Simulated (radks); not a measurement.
Dynamic dipole polarisability and lines of the iodine ion I24+, [Ar] 3d10 4s1. Calculated with a radial shooting solver on a logarithmic mesh with Libxc functionals: non-relativistic Kohn-Sham, LB94 model potential, spin-polarised, spherical densities, point nucleus; open shells are filled with parallel spins first (spin-orbit coupling, left out, can overturn this in heavy ions). Time-dependent linear response with the Hartree and adiabatic LDA kernel, continuum included through the Sternheimer equations. Lines are the poles of the dipole polarisability below minus the highest occupied eigenvalue, found on a grid refined at the orbital gaps; the lowest seven at most are given, and weak or close lines can be missed. The first line takes the name of the lowest orbital gap if no other gap lies below it; otherwise a line is named after a gap within 0.6 % of it, if that gap stands alone.

photon energy (eV),alpha (bohr^3)
0,0.1546
38.746,0.3710
116.24,-0.03650
193.73,0.007032
271.22,0.01369
348.71,-0.1052
426.20,0.01433
503.69,0.01211
581.18,0.01650
658.68,0.02455
736.17,0.05372

Lines (eV, oscillator strength): 49.672 (24.96 nm, 4s-4p), f = 0.464; 346.55 (3.578 nm, 4s-5p), f = 0.242; 495.52 (2.502 nm, 4s-6p), f = 0.0757; 579.44 (2.140 nm, 4s-7p), f = 0.0338; 604.68 (2.050 nm, 3d-4p down), f = 0.0573; 611.91 (2.026 nm, unassigned), f = 0.335; 631.61 (1.963 nm, 4s-8p), f = 0.0232. Higher lines, where found, are left out when the end of the mesh affects them. Those listed give 92 % of the static polarisability (sum of f/w^2). Orbital energy gaps for comparison: 4s-4p 46.610 eV; 4s-5p 347.91 eV; 4s-6p 496.13 eV; 4s-7p 579.77 eV; 3d-4p down 604.90 eV.
